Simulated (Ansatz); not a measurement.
Start from `O[SiH2]OP` and change one atom or group to get `O[SiH2][O][AlH2]`.

Ansatz, PBE0-D4/def2-TZVP geometries, multiplicity 1. Each molecule was computed in one conformer, which needn't be the lowest.

```csv
property,`O[SiH2]OP`
HOMO–LUMO gap (PBE0/def2-TZVPP) / eV,6.96
LUMO energy (B3LYP/def2-TZVPP) / eV,-0.56
HOMO energy (B3LYP/def2-TZVPP) / eV,-7.11
LUMO energy (PBE0/def2-TZVPP) / eV,-0.34
size of the dipole moment (ωB97M-V/def2-TZVPP) / D,1.36
HOMO energy (PBE/def2-TZVPP) / eV,-6.06
```

(1) What does the change do to each property? (Estimate.)

Answers

(1) Computed: 
| property | `O[SiH2][O][AlH2]` | shift |
| --- | --- | --- |
| HOMO–LUMO gap (PBE0/def2-TZVPP) / eV | 7.14 | 0.18 |
| LUMO energy (B3LYP/def2-TZVPP) / eV | -1.41 | -0.85 |
| HOMO energy (B3LYP/def2-TZVPP) / eV | -8.13 | -1.02 |
| LUMO energy (PBE0/def2-TZVPP) / eV | -1.18 | -0.84 |
| size of the dipole moment (ωB97M-V/def2-TZVPP) / D | 1.44 | 0.08 |
| HOMO energy (PBE/def2-TZVPP) / eV | -6.97 | -0.91 |

With PBE0 the HOMO falls by 1.02 eV and the LUMO falls by 0.84 eV, so the gap widens by about 0.18 eV. PBE moves the HOMO by -0.91 eV and ωB97M-V by -1.03 eV. Dipoles are sizes alone; their direction can turn.

B3LYP here is the variant with VWN-RPA as its local correlation; programs differ in this.
